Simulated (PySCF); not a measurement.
Job file and geometry (Å, from GFN2-xTB) of an NMR shielding run on `C#[C][Ga@-]([NH3+])([Cl])[c]1ccco1`, C₆H₇ClGaNO, PySCF 2.14.0, density-fitted response routines, GIAO PBE0/pcSseg-1 NMR shielding, non-relativistic, gas phase; density fitting, a coarse starting grid and PySCF grid level 2 are the driver's defaults:

```
{"job": {"kind": "nmr", "xc": "PBE0", "basis": "pcSseg-1"}, "charge": 0, "multiplicity": 1}
C     -3.103939     2.365673    -0.487184
C     -2.298397     1.592207    -0.028898
Ga    -0.973027     0.432952     0.842331
N     -1.676117    -1.547504     0.185279
Cl    -1.184754     0.150826     2.904624
C      0.861575     0.291207     0.075075
C      1.854661     0.972731    -0.570993
C      2.962041     0.096368    -0.669525
C      2.578725    -1.061530    -0.070677
O      1.318713    -0.963594     0.380958
H     -3.811600     3.026344    -0.907143
H     -1.010289    -2.227235     0.551882
H     -2.592635    -1.752698     0.580239
H     -1.727342    -1.656278    -0.825376
H      1.792261     1.979296    -0.938204
H      3.911784     0.304858    -1.119650
H      3.091342    -1.991594     0.087353
```

Problem. Write the output of this run.

Solution. 
```
coarse grid: 72416 points
cycle   1  E = -2746.6429077498  dE =  9.660e-01  |g| = 1.144e+00  |ddm| = 4.205e+00
cycle   2  E = -2746.5689840407  dE =  7.392e-02  |g| = 1.367e+00  |ddm| = 1.741e+00
cycle   3  E = -2746.7991683426  dE = -2.302e-01  |g| = 1.078e-01  |ddm| = 1.029e+00
cycle   4  E = -2746.8005786773  dE = -1.410e-03  |g| = 5.374e-02  |ddm| = 1.038e-01
cycle   5  E = -2746.8010873374  dE = -5.087e-04  |g| = 1.732e-02  |ddm| = 4.073e-02
cycle   6  E = -2746.8011385666  dE = -5.123e-05  |g| = 6.162e-03  |ddm| = 1.654e-02
cycle   7  E = -2746.8011466364  dE = -8.070e-06  |g| = 2.406e-03  |ddm| = 5.893e-03
final grid: 152088 points
cycle   8  E = -2746.8011515054  dE =  4.610e-06  |g| = 4.891e-03  |ddm| = 5.265e-03
cycle   9  E = -2746.8011278041  dE =  2.370e-05  |g| = 1.077e-02  |ddm| = 1.063e-02
cycle  10  E = -2746.8011574384  dE = -2.963e-05  |g| = 7.410e-04  |ddm| = 7.379e-03
cycle  11  E = -2746.8011575474  dE = -1.090e-07  |g| = 6.444e-05  |ddm| = 4.965e-04
cycle  12  E = -2746.8011575483  dE = -9.386e-10  |g| = 2.059e-05  |ddm| = 7.260e-05
converged SCF energy = -2746.8011575483

GIAO shielding tensors (ppm)
atom      isotropic    diamagn.    paramagn.     s11        s22        s33       span
  0 C       87.166     260.203    -173.037     -2.586      1.440    262.643    265.229
  1 C       90.279     264.644    -174.365    -11.822     -7.539    290.197    302.019
  2 Ga    1501.983    2636.956   -1134.973   1341.340   1544.717   1619.891    278.551
  3 N      228.282     317.355     -89.073    221.397    224.998    238.451     17.054
  4 Cl     998.805    1148.517    -149.712    921.913   1028.624   1045.879    123.966
  5 C       17.908     259.776    -241.869    -64.744     14.941    103.528    168.272
  6 C       61.582     254.882    -193.300    -36.141     64.858    156.030    192.171
  7 C       70.886     258.925    -188.039    -18.938     68.068    163.528    182.466
  8 C       35.949     250.111    -214.162    -42.482     41.690    108.639    151.122
  9 O       14.188     399.652    -385.464   -112.978    -95.679    251.221    364.199
 10 H       30.130      33.063      -2.934     24.289     24.604     41.495     17.206
 11 H       28.852      30.278      -1.427     21.965     26.463     38.127     16.162
 12 H       29.563      27.635       1.929     23.590     25.875     39.225     15.635
 13 H       29.732      30.415      -0.683     24.111     25.142     39.944     15.833
 14 H       24.596      32.771      -8.175     21.813     23.988     27.989      6.176
 15 H       25.013      31.043      -6.030     22.975     25.502     26.563      3.588
 16 H       23.949      29.482      -5.533     20.878     24.170     26.799      5.921
```

Relativistic effects, spin–orbit coupling among them, are left out; they matter for Ga and for the light atoms bonded to it.

Size and cost of the density-fitted run: 236 basis functions, 64 s wall time on 1 thread of an x86-64 server CPU, shared host.
